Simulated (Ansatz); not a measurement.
CH₅ClNNbOS, SMILES `C[O][Nb]([NH2])(=[S])[Cl]`, relaxed with RKS PBE0-D4/def2-TZVP in Ansatz 0.2.0 from a PBE-D4/def2-SVP geometry. The force threshold is 0.005 eV/Å; the program also tests the step.

The species carries charge 0 and has multiplicity 1. Nb: def2 effective core potential.

Start:

```xyz
11

C    -0.122    2.160   -0.005
O    -0.037    0.822    0.425
Nb    0.612   -0.916    0.155
N    -0.901   -2.130   -0.142
S     1.805   -0.997   -1.649
Cl    1.843   -1.582    2.018
H    -1.183    2.423   -0.208
H     0.474    2.319   -0.929
H     0.261    2.833    0.792
H    -1.022   -2.784   -0.923
H    -1.729   -2.148    0.467
```

```
step  energy (eV)  largest force (eV/Å)  largest move (Å)
   1  -29559.4508                 0.748             0.000
   2  -29559.4976                 0.489             0.048
   3  -29559.5050                 0.075             0.015
   4  -29559.5050                 0.044             0.008
   5  -29559.5052                 0.044             0.024
   6  -29559.5055                 0.027             0.012
   7  -29559.5055                 0.015             0.015
   8  -29559.5056                 0.014             0.008
   9  -29559.5056                 0.004             0.003
```

End:

```xyz
11

C    -0.116    2.141   -0.007
O    -0.057    0.812    0.436
Nb    0.594   -0.901    0.154
N    -0.899   -2.121   -0.138
S     1.775   -0.955   -1.630
Cl    1.825   -1.548    1.996
H    -1.156    2.411   -0.206
H     0.473    2.267   -0.919
H     0.278    2.798    0.773
H    -1.001   -2.756   -0.916
H    -1.717   -2.148    0.457
```

Hardware: 3 threads of an AMD EPYC 7R13 on a shared host and a share of an NVIDIA H100 80 GB. Wall time 23 s, peak host memory 0.93 GiB.
